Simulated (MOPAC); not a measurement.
MOPAC input (PM6):

```
PM6 PRECISE GNORM=0.05 LET XYZ UHF MS=0.5 GEO-OK AUX(PRECISION=9) THREADS=1
I2Sb

Sb   -0.61153293 1   -0.48845125 1    0.87283156 1
I    -1.01210683 1    1.89001114 1   -0.40903937 1
I     1.60056305 1   -1.41999201 1   -0.43085515 1
```

From the output:

```
                                                       MOPAC v23.2.5 Linux

          FINAL HEAT OF FORMATION =         13.65145 KCAL/MOL =      57.11768 KJ/MOL

          COSMO AREA              =        146.68 SQUARE ANGSTROMS
          COSMO VOLUME            =        146.10 CUBIC ANGSTROMS

          GRADIENT NORM           =          0.04998          =       0.02886 PER ATOM
          IONIZATION POTENTIAL    =          9.185411 EV
          ALPHA SOMO LUMO (EV)    =         -9.185 -1.178
          BETA  SOMO LUMO (EV)    =         -9.569 -1.109
          NO. OF ALPHA ELECTRONS  =         10
          NO. OF BETA  ELECTRONS  =          9
          MOLECULAR WEIGHT        =        375.5590         POINT GROUP:  C2v

          MOLECULAR DIMENSIONS (Angstroms)

            Atom       Atom       Distance
            I     3    I     2     4.28012
            I     2   Sb     1     1.71481
            I     3   Sb     1     0.00000

          SCF CALCULATIONS        =          6

   ATOM   CHEMICAL          X               Y               Z
  NUMBER   SYMBOL      (ANGSTROMS)     (ANGSTROMS)     (ANGSTROMS)

     1      Sb         -0.60397420  *  -0.48241304  *   0.86204255  *
     2       I         -1.03537884  *   1.91184729  *  -0.40359197  *
     3       I          1.61643143  *  -1.44774248  *  -0.42573492  *

                             CARTESIAN COORDINATES

   1   Sb       -0.603974204    -0.482413039     0.862042550
   2    I       -1.035378836     1.911847294    -0.403591970
   3    I        1.616431429    -1.447742477    -0.425734921

           Empirical Formula: Sb I2  =     3 atoms

      MOLECULAR POINT GROUP   :   C2v

          ALPHA EIGENVALUES
 -21.06965 -21.05151 -15.54353 -12.51203 -12.49471 -11.49148 -10.43074  -9.98710
  -9.68148  -9.18541  -1.17756  -0.97235 100.42315 100.75863 101.32600 103.09639
 103.16755 111.82276 112.23355 112.29117 112.59156 112.69948 112.96932 112.99005
 113.06350 113.27697 113.38194

           BETA EIGENVALUES
 -20.63577 -20.61384 -14.87924 -12.34738 -11.65682 -10.83635 -10.07159  -9.92572
  -9.56905  -1.10932  -0.96479  -0.93418 102.72381 102.83193 105.33693 105.39241
 106.43145 112.01061 112.40724 112.53403 112.75982 113.03757 113.06722 113.12432
 113.16898 113.35742 113.46430

              NET ATOMIC CHARGES AND DIPOLE CONTRIBUTIONS

  ATOM NO.   TYPE          CHARGE      No. of ELECS.   s-Pop       p-Pop       d-Pop
    1         Sb           0.652507        4.3475     1.73213     2.60857     0.00679
    2          I          -0.326253        7.3263     1.95888     5.36486     0.00252
    3          I          -0.326254        7.3263     1.95888     5.36486     0.00252
 DIPOLE           X         Y         Z       TOTAL
 POINT-CHG.    -2.803    -2.239     4.001     5.374
 HYBRID         1.769     1.413    -2.525     3.392
 SUM           -1.034    -0.826     1.476     1.982

          ATOMIC ORBITAL ELECTRON POPULATIONS

     Atom    s        px        py        pz      x^2-y^2     xz        z^2       yz        xy
    1 Sb   1.73213   0.85480   0.75729   0.99648   0.00091   0.00219   0.00106   0.00177   0.00086
    2  I   1.95888   1.94237   1.56626   1.85623   0.00071   0.00013   0.00032   0.00086   0.00049
    3  I   1.95888   1.62428   1.88813   1.85244   0.00057   0.00077   0.00032   0.00024   0.00062

                    (SZ)    =    0.500000
                    (S**2)  =    0.796847

          ATOMIC ORBITAL SPIN POPULATIONS

    Atom   Total    s     px     py     pz   x^2-y^2  xz     z^2    yz     xy
         Atomic
    1 Sb  0.8005  0.100  0.251  0.138  0.310  0.000  0.001  0.001  0.000  0.000
    2  I  0.0997 -0.000  0.012  0.054  0.035  0.000  0.000  0.000  0.000  0.000
    3  I  0.0997 -0.000  0.056  0.009  0.035  0.000 -0.000  0.000  0.000 -0.000

 **********************
 *                    *
 * JOB ENDED NORMALLY *
 *                    *
 **********************

 == MOPAC DONE ==
```

The geometry given is a B3LYP-D3(BJ)/def2-TZVP minimum.
